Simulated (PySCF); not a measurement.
**`SCC[SiH3]`, C$_{2}$H$_{8}$SSi**

Geometry:
```tsv
atom	x (Å)	y (Å)	z (Å)
Si1	1.829	0.161	-0.020
C2	-0.014	0.132	-0.442
C3	-0.887	-0.424	0.673
S4	-2.656	-0.563	0.258
H5	2.323	-1.225	0.246
H6	2.610	0.744	-1.154
H7	2.070	0.988	1.204
H8	-0.157	-0.459	-1.362
H9	-0.323	1.162	-0.690
H10	-0.596	-1.457	0.922
H11	-0.779	0.161	1.600
H12	-2.871	0.757	0.069
```

Level of theory: PySCF 2.14.0, GIAO B3LYP/aug-pcSseg-1 magnetisability, rotational g tensor and spin-rotation constants, non-relativistic, gas phase. Geometry: PBE0-D3(BJ)/def2-SVP.

Question: Give the nuclear spin-rotation constants along the inertial axes (H = +C I·J) beside the isotropic shieldings.

Answer: Rotational constants 20.9053, 1.4303, 1.3933 GHz. A star marks the isotopologue with that one atom substituted, in its own axes.
```tsv
atom	isotope	Caa (kHz)	Cbb (kHz)	Ccc (kHz)	mean (kHz)	σ (ppm)
H5	1H	-1.802	-0.062	-0.018	-0.628	27.6
H6	1H	-0.806	-0.016	-0.126	-0.316	27.5
H7	1H	-1.792	-0.081	0.000	-0.624	27.6
H8	1H	-2.116	-0.104	-0.028	-0.749	30.0
H9	1H	-2.203	-0.082	-0.056	-0.780	30.5
H10	1H	-2.135	-0.080	-0.036	-0.750	29.3
H11	1H	-2.225	-0.087	0.003	-0.770	28.5
H12	1H	-2.664	-0.104	-0.018	-0.929	29.9
Si1	29Si*	-10.937	-0.831	-0.811	-4.193	405.2
C2	13C*	3.091	0.221	0.239	1.184	158.3
C3	13C*	3.357	0.235	0.266	1.286	148.4
S4	33S*	4.315	0.339	0.438	1.697	506.1
```
For the geometry as given, no vibrational averaging.
